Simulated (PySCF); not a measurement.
System: CBF2O, charge -1, multiplicity 1. It need not be the lowest isomer of its formula. Whether it binds its extra electron was not tested at this geometry. 
Coordinates optimised at B3LYP-D3(BJ)/def2-TZVP (Ansatz):
SMILES: O=[C-]B(F)F
```xyz
5

O     -2.1424     0.3565     0.4218
C     -0.9709     0.1616     0.1911
B      0.4149    -0.0690    -0.0817
F      1.2579     0.8916    -0.6512
F      1.0633    -1.2779     0.1943
```
Charge -1, spin multiplicity 1.

Dispersion corrections to the total energy (kcal/mol) from the dftd3 and dftd4 libraries through PySCF: D3(BJ) without and D4 with the three-body term, each with the damping fitted for the functional named.

```tsv
functional	D3(BJ)	D4
B2PLYP	(withheld)	-1.36
CAM-B3LYP	-1.08	-1.62
LC-wPBE	-1.32	-2.16
TPSSh	-1.64	(withheld)
BP86	-2.26	-2.54
BLYP	(withheld)	-4.44
revPBE	-3.74	-6.73
```

Problem. Fill in the missing entries.

Solution. 
- B2PLYP, D3(BJ): -1.16
- TPSSh, D4: -2.39
- BLYP, D3(BJ): -3.11
